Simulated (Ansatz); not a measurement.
`C[NH][AlH][SH]` + H₂ → `[AlH2][SH]` + CH₃NH₂ at 500 K and 1 bar (hydrogenolysis of the Al–N bond).

Calculated with Ansatz (gas phase, PBE0-D4/def2-TZVP geometries, no zero-point term in ΔE). CCSD(T)/CBS adds triple-zeta CCSD(T) − MP2 to the extrapolated MP2 energy (def2 sets, frozen cores). This one scheme is used for every species. One conformer a species, not always the lowest.

| species | CCSD(T)/CBS energy (Eh) | H − E (kJ/mol) | S (J/(mol·K)) |
| --- | --- | --- | --- |
| `C[NH][AlH][SH]` | -736.22383 | 230.9 | 405.3 |
| H₂ | -1.17544 | 41.0 | 145.5 |
| `[AlH2][SH]` | -641.61836 | 86.7 | 303.7 |
| CH₃NH₂ | -95.75281 | 191.8 | 270.3 |

H − E and S are ideal-gas, rigid-rotor, harmonic terms from PBE0-D4/def2-TZVP, for one conformer and one mirror image of each species. The MP2-based limit puts H₂ 0.8 mEh under its directly extrapolated value; such offsets cancel only in part. 1 Eh = 2625.50 kJ/mol, R = 8.31446 J/(mol·K).

Question: By hand: ΔE, ΔH, ΔS and ΔG.

Answer: ΔE = (-641.61836) + (-95.75281) − (-736.22383) − (-1.17544) = 0.02810 Eh = 73.8 kJ/mol. Δ(H − E) = 86.7 + 191.8 − 230.9 − 41.0 = 6.6, so ΔH = 80.4 kJ/mol. ΔS = 303.7 + 270.3 − 405.3 − 145.5 = 23.2 J/(mol·K). ΔG = 80.4 − 500 × (23.2)/1000 = 68.8 kJ/mol.

Question: By hand: the equilibrium constant, and the temperature at which ΔG would vanish if ΔH and ΔS stayed fixed.

Answer: log₁₀ K = −ΔG/(RT ln 10) = -7.2. ΔG = 0 at ΔH/ΔS = 3466 K, far beyond where these terms or the molecules hold.

ΔH outweighs TΔS. A doubt of 5 kJ/mol in ΔE shifts log₁₀ K by 0.5 here. Other conformers and mirror images would add mixing entropy, several J/(mol·K) or more a flexible species. These are equilibria of isolated gas molecules and say nothing of rates. Largest T1 diagnostic: 0.011 (customary marks: 0.02 for closed shells, 0.045 for open ones).
